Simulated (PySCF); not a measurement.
## Li⁺ (lithium, charge +1) across methods

1s2, closed-shell 1S. Computed with PySCF 2.14 in x2c-TZVPPall (5s3p1d, 19 functions), with the spin-free X2C one-electron Hamiltonian (Gaussian nucleus).

```json
{"method": "PBE", "E (hartree)": "-7.2573", "mean ε 1s (eV)": "-60.406", "Σ⟨r²⟩ (bohr²)": "0.9180", "⟨S²⟩": "0.000"}
{"method": "PBEsol", "E (hartree)": "-7.1970", "mean ε 1s (eV)": "-59.835", "Σ⟨r²⟩ (bohr²)": "0.9243", "⟨S²⟩": "0.000"}
{"method": "r2SCAN", "E (hartree)": "-7.2822", "mean ε 1s (eV)": "-61.919", "Σ⟨r²⟩ (bohr²)": "0.9031", "⟨S²⟩": "0.000"}
{"method": "LDA", "E (hartree)": "-7.1434", "mean ε 1s (eV)": "-59.596", "Σ⟨r²⟩ (bohr²)": "0.9356", "⟨S²⟩": "0.000"}
{"method": "wB97M-V", "E (hartree)": "-7.2765", "mean ε 1s (eV)": "-67.249", "Σ⟨r²⟩ (bohr²)": "0.9043", "⟨S²⟩": "0.000"}
{"method": "CAM-B3LYP", "E (hartree)": "-7.2662", "mean ε 1s (eV)": "-66.009", "Σ⟨r²⟩ (bohr²)": "0.9160", "⟨S²⟩": "0.000"}
{"method": "M06-L", "E (hartree)": "-7.3013", "mean ε 1s (eV)": "-62.001", "Σ⟨r²⟩ (bohr²)": "0.8888", "⟨S²⟩": "0.000"}
{"method": "UHF", "E (hartree)": "-7.23700", "mean ε 1s (eV)": "-75.988", "Σ⟨r²⟩ (bohr²)": "0.8904", "⟨S²⟩": "0.000"}
{"method": "PBE0", "E (hartree)": "-7.2631", "mean ε 1s (eV)": "-64.484", "Σ⟨r²⟩ (bohr²)": "0.9091", "⟨S²⟩": "0.000"}
```
